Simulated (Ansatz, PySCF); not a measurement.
prop-2-enoxyboronic acid (C₃H₇BO₃), SMILES B(O)(OCC=C)O. Atoms are numbered in the order given.

```xyz
14

C      3.0415    -0.0623     0.4486
C      1.7284    -0.2882     0.5232
C      0.8646    -0.6649    -0.6460
O     -0.1830     0.2764    -0.8562
B     -1.3110     0.2631    -0.0898
O     -2.2774     1.2096    -0.2935
O     -1.4800    -0.6887     0.8773
H      3.6323     0.1907     1.3333
H      3.5791    -0.1276    -0.5036
H      1.2080    -0.2175     1.4855
H      0.4334    -1.6681    -0.4792
H      1.4637    -0.6980    -1.5693
H     -2.0287     1.8232    -0.9961
H     -2.3237    -0.5881     1.3340
```
Charge 0, spin multiplicity 1.

Geometry: B3LYP-D3(BJ)/def2-SVP. One conformer was computed; it need not be the lowest.

Two levels are set side by side: PBE-D3(BJ)/def2-SVP (Ansatz, an electronic-structure program) and B3LYP-D3(BJ)/def2-SVP (Ansatz). Each level has its own optimised geometry; the coordinates shown are those of the second. Frequencies come from the Hessian of PySCF at each geometry. Differences are taken from unrounded values.

```tsv
quantity	B3LYP-D3(BJ)
mean bond length (Å)	1.214
bond C1–C2 (Å)	1.334
bond C2–C3 (Å)	1.502
bond C3–O4 (Å)	1.424
bond O4–B5 (Å)	1.364
bond B5–O6 (Å)	1.368
bond B5–O7 (Å)	1.367
bond C1–H8 (Å)	1.093
bond C1–H9 (Å)	1.095
bond C2–H10 (Å)	1.096
bond C3–H11 (Å)	1.105
bond C3–H12 (Å)	1.101
bond O6–H13 (Å)	0.965
bond O7–H14 (Å)	0.965
highest harmonic wavenumber (cm⁻¹)	3868
mean harmonic wavenumber (cm⁻¹)	1347
zero-point energy (kcal/mol)	69.32
```

**Question.** What does PBE-D3(BJ) give, and how far is it from B3LYP-D3(BJ)? (An estimate is asked for; the answer gives what the named calculation found.)

**Answer.** 
| quantity | PBE-D3(BJ) | PBE-D3(BJ) minus B3LYP-D3(BJ) |
|---|---|---|
| mean bond length (Å) | 1.222 | 0.008 |
| bond C1–C2 (Å) | 1.343 | 0.009 |
| bond C2–C3 (Å) | 1.503 | 0.001 |
| bond C3–O4 (Å) | 1.430 | 0.006 |
| bond O4–B5 (Å) | 1.374 | 0.010 |
| bond B5–O6 (Å) | 1.377 | 0.009 |
| bond B5–O7 (Å) | 1.376 | 0.008 |
| bond C1–H8 (Å) | 1.101 | 0.008 |
| bond C1–H9 (Å) | 1.103 | 0.008 |
| bond C2–H10 (Å) | 1.105 | 0.009 |
| bond C3–H11 (Å) | 1.114 | 0.009 |
| bond C3–H12 (Å) | 1.110 | 0.009 |
| bond O6–H13 (Å) | 0.974 | 0.008 |
| bond O7–H14 (Å) | 0.973 | 0.008 |
| highest harmonic wavenumber (cm⁻¹) | 3762 | -106 |
| mean harmonic wavenumber (cm⁻¹) | 1309 | -38 |
| zero-point energy (kcal/mol) | 67.35 | -1.97 |

Exact exchange shortens and stiffens bonds; PBE has none. Differences between two approximate levels are no errors against the true value.
